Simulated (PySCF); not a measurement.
**[La(H2O)4]3+ at several levels of theory**

Computed with PySCF 2.14.0 (density fitting, no spin-orbit coupling) at the geometry relaxed with PBE0:

```xyz
13
[La(H2O)4]3+ (singlet)
La    0.0001    0.0000    0.0000
O     1.4593    1.3453    1.4061
H     1.4036    1.5005    2.3746
H     2.2553    1.8573    1.1435
O    -1.4591   -1.4061    1.3454
H    -2.2555   -1.1434    1.8571
H    -1.4037   -2.3746    1.5004
O     1.4593   -1.3453   -1.4061
H     2.2553   -1.8573   -1.1435
H     1.4036   -1.5005   -2.3746
O    -1.4591    1.4061   -1.3454
H    -1.4037    2.3746   -1.5004
H    -2.2555    1.1434   -1.8571
```

```
level                                                 basis    state  HOMO (eV)  gap (eV)  charge on La1 (e)  population of f-type functions on La1 (polarisation alone where 4f lies in the core)  dipole about the centre of mass (D)  largest force component (eV/Å)
 PBE0     La lcecp-1-SVP with ECP46, O def2-SVP, H def2-SVP  singlet     -23.71      8.61               1.89                                                                                  0.05                                 0.00                            0.01
 PBE0  La lcecp-1-TZVP with ECP46, O def2-TZVP, H def2-TZVP  singlet     -23.76      8.72               2.16                                                                                  0.09                                 0.00                            0.24
 PBE0             La x2c-SVPall, O x2c-SVPall, H x2c-SVPall  singlet     -23.74      8.52               1.85                                                                                  0.13                                 0.00                            0.15
```

In the lcecp rows the 4f levels are missing from HOMO and gap, and the state counts the valence alone.

Charges are Mulliken's, which hang on the basis. The relaxation used the grid (50, 194), these runs (75, 302) or, all-electron (x2c bases, spin-free X2C Hamiltonian), (99, 590).

**Question.** Order these levels, in the first row's basis, by the HOMO–LUMO gap they give here, smallest first.
A. r2SCAN
B. BLYP
C. wB97X
D. revPBE

**Answer.** B (5.87 eV), D (5.92 eV), A (6.60 eV), C (13.40 eV).

**Question.** And their other results?

**Answer.** 
```
 level    state  HOMO (eV)  gap (eV)  charge on La1 (e)  population of f-type functions on La1 (polarisation alone where 4f lies in the core)  dipole about the centre of mass (D)  largest force component (eV/Å)
r2SCAN  singlet     -22.27      6.60               1.86                                                                                  0.05                                 0.00                            0.12
 wB97X  singlet     -26.28     13.40               1.91                                                                                  0.06                                 0.00                            0.06
revPBE  singlet     -21.78      5.92               1.74                                                                                  0.06                                 0.00                            0.46
  BLYP  singlet     -21.70      5.87               1.70                                                                                  0.05                                 0.00                            0.58
```

In the first row's basis the gap widens with exact exchange: 5.9 to 6.6 eV for BLYP, revPBE, r2SCAN (none); 8.6 eV for PBE0 (a fixed share); 13.4 eV for wB97X (rising or full at long range).

No frequency check is given that shows the relaxed geometry to be a minimum, and it was reached by following one of several unstable modes of a saddle point.
